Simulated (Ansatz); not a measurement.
Consider the substitution at a C–S bond: `FC[SiH2]CS` + H–F → `FC[SiH2]CF` + H₂S.

Isolated molecules relaxed with PBE0-D4/def2-TZVP in Ansatz; ΔE leaves out vibrations. CBS: MP2 limit from def2 TZ/QZ plus the TZ coupled-cluster correction, frozen cores. This one scheme is used for every species. Functionals use def2-TZVPP. Each species was taken in one conformer, which may not be the lowest.

```tsv
level	ΔE (kJ/mol)
ωB97M-V	52.1
PBE	47.8
HF/def2-TZVPP	33.2
MP2/def2-TZVPP	72.0
SCS-MP2/def2-TZVPP	60.4
CCSD/def2-TZVPP	54.5
SCS-MP2/def2-QZVPP	63.9
HF/CBS(def2)	33.3
```

(1) What does CCSD(T)/CBS give? (Estimate.)

Largest T1 diagnostic among the species: 0.011.

Answers

(1) Computed: +64.1 kJ/mol. The listed levels differ from it by -12.0, -16.3, -30.9, 7.9, -3.7, -9.6, -0.2, -30.8 kJ/mol.

From PBE to PBE0 (25 % exact exchange), in def2-TZVPP and without D4, ΔE moves by +4.7 kJ/mol. In def2-TZVPP, CCSD(T) changes the Hartree–Fock value by +25.0 kJ/mol (the triples alone add +3.7 kJ/mol) and MP2 by +38.9 kJ/mol. The D4 term adds +10.7 kJ/mol with B3LYP and +5.8 kJ/mol with PBE0; it sums over pairs of atoms, weighted by their polarisabilities, and B3LYP, whose exchange is more repulsive, gets the larger term.

B3LYP here is the variant with VWN-RPA as its local correlation; programs differ in this.
